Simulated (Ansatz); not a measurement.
VCl₃, SMILES [Cl][V]([Cl])[Cl] (connectivity only; charge and spin as stated), neutral, multiplicity 3.

Geometry: r2SCAN-D4/def2-SVP. The spin state was assumed, not searched.

Two levels are set side by side: PBE/def2-SVPD (Ansatz, a quantum-chemistry and plane-wave program) and CAM-B3LYP/def2-SVPD (Ansatz). Energy differences of separate SCF runs at the same geometry; the states with an electron removed or added have multiplicity 2 and 4. Differences are taken from unrounded values.

```json
[
 {"quantity": "vertical ionisation energy (eV)", "CAM-B3LYP": "10.22", "PBE": "8.97", "PBE minus CAM-B3LYP": "-1.25"},
 {"quantity": "vertical electron affinity (eV)", "CAM-B3LYP": "2.91", "PBE": "2.31", "PBE minus CAM-B3LYP": "-0.60"}
]
```
